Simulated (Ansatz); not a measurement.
In6Sb5H18⁻, a cluster cut from wurtzite InSb (hydrogen-capped). Charge -1, multiplicity 3. Geometry PBE-D4/def2-SVP, that of the charge -1 singlet.

```xyz
29

In   -1.364    2.907   -1.620
Sb   -1.253    2.055    1.151
Sb   -2.705   -1.345   -1.361
In   -2.655   -0.388    1.364
In    1.084    1.893    2.864
Sb   -0.652   -2.197    2.392
Sb    0.606    1.063   -2.617
In   -0.494   -1.477   -3.315
In    3.281    1.115   -1.538
Sb    2.653    0.214    1.130
In    2.136   -2.569    1.494
H    -2.951    2.426   -2.203
H    -0.770    4.552   -1.720
H    -2.378    3.063    1.994
H    -4.016   -0.469   -2.051
H    -3.571   -2.842   -1.297
H    -4.201   -0.579    2.165
H     1.799    3.488    2.981
H     0.580    0.964    4.268
H    -0.659   -1.858    4.080
H    -1.463   -3.717    2.563
H     0.840    1.699   -4.207
H    -1.308   -1.455   -4.866
H     0.419   -2.839   -2.711
H     3.782    2.792   -1.433
H     4.226   -0.128   -2.335
H     4.186    0.309    1.922
H     1.904   -3.450    0.003
H     2.946   -3.227    2.901
```

In the def2 sets In, Sb take a core potential; there is no spin–orbit coupling. Single mean-field runs in def2-TZVP are fitted with def2-universal-jkfit. At PBE-D4/def2-TZVP the highest occupied level of the charge -1 triplet lies above zero (up to 0.25 eV). By energy differences its removal costs 1.25 eV (vertical, to the charge 0 doublet, at PBE-D4/def2-TZVP); self-interaction error and the lack of diffuse functions both raise the level. At PBE-D4/def2-TZVP the gap within one spin of the charge -1 triplet nearly closes, so an electron or hole may be smeared out by delocalisation error. At PBE0-D4/def2-TZVP a singlet of charge -1 lies 3.87 eV below the triplet at the same geometry.

Problem. Estimate the α-spin orbital energies around the gap (eV) in Ansatz with PBE-D4/def2-TZVP, PBE0-D4/def2-TZVP.

Solution. 
| orbital | PBE-D4/def2-TZVP | PBE0-D4/def2-TZVP |
| --- | --- | --- |
| HOMO−5 | -3.46 | -4.44 |
| HOMO−4 | -3.38 | -4.28 |
| HOMO−3 | -3.37 | -4.27 |
| HOMO−2 | -3.34 | -4.22 |
| HOMO−1 | -3.28 | -4.08 |
| HOMO | 0.25 | -0.09 |
| LUMO | 0.32 | 0.96 |
| LUMO+1 | 0.45 | 1.08 |
| LUMO+2 | 0.47 | 1.12 |
| LUMO+3 | 0.54 | 1.22 |
| LUMO+4 | 0.61 | 1.31 |
| LUMO+5 | 0.92 | 1.62 |
| β HOMO | -3.23 | -4.03 |
| β LUMO | -3.08 | -2.78 |
